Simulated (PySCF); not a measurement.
Input file for PySCF: R-BP86/6-31G* on C2H8OSe (a complex).

```python
from pyscf import gto, scf, dft, mp
from pyscf.data.elements import chemcore

mol = gto.M(
    atom='''
    C    -0.89416439    1.69410587   -0.20739339
    Se    0.59857725    0.44933573    0.06816918
    C    -0.43148371   -1.20351071   -0.17863480
    H    -1.66101380    1.51309350    0.54170218
    H    -0.49389250    2.69885104   -0.09093413
    H    -1.29244608    1.57289240   -1.21206378
    H    -1.21790498   -1.25642454    0.57019856
    H     0.26169880   -2.03116262   -0.04553532
    H    -0.84589694   -1.23098117   -1.18372368
    O    -1.18663193    0.19324771    2.91138082
    H    -0.87964292    0.23790868    3.82208480
    H    -0.39314488    0.31460588    2.36280441
    ''',
    basis='6-31g*',
    cart=True,
    charge=0, spin=0, verbose=3, max_memory=1800)
mf = dft.RKS(mol, xc='b88,p86')
mf.conv_tol = 1e-8
mf.max_cycle = 100
mf.kernel()
if not mf.converged:
    mf = mf.newton().run(mf.mo_coeff, mf.mo_occ)
```

Program output:

```
converged SCF energy = -2557.76974742634
```

The calculation finished and met its thresholds.

Cost: roughly 3 core-seconds.
